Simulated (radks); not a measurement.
Values are calculated unless marked as measured or tabulated.
Question: Ionisation of the chlorine ion Cl+, [Ne] 3s2 3p4, to [Ne] 3s2 3p3 as the strength of local exchange is varied. Level of theory: Dirac Kohn-Sham, Slater X-alpha exchange (alpha = 2/3 is LDA exchange), no correlation, spin-unpolarised, spherical densities, finite nucleus; open shells are shared between the two j in proportion to 2j + 1; Fermi nuclear charge, rms radius 3.3654 fm (a radial shooting solver on a logarithmic mesh with Libxc functionals).

| alpha | E(Cl+) (hartree) | exchange (hartree) | IE (eV) | -e of the level emptied (eV) | <r> of it (bohr) |
|---|---|---|---|---|---|
| 0.667 | -458.34033 | -25.06079 | 24.112 | 18.089 (3p3/2) | 1.723 |
| 0.713 | -460.07133 | -26.87189 | 24.812 | 18.738 (3p3/2) | 1.706 |
| 0.862 | -465.71491 | -32.81132 | 27.145 | 20.913 (3p3/2) | 1.656 |
| 0.952 | -469.15089 | -36.45292 | 28.603 | 22.280 (3p3/2) | 1.627 |
| 1.036 | -472.37621 | -39.88843 | 29.997 | 23.591 (3p3/2) | 1.601 |
| x | -471.52977 | -38.98523 | 29.629 | 23.245 (3p3/2) | 1.608 |

Which alpha was used in the last row?

Answer: alpha = 1.014. NIST Atomic Spectra Database: 23.814 eV (measured). The central value is not met in this range of alpha. Spin polarisation and multiplet splitting are left out, so open shells lie too high by an amount that depends on their filling.

Beside tabulated values, note that spin-unpolarised runs miss the spin-polarisation part of the exchange energy of open shells.
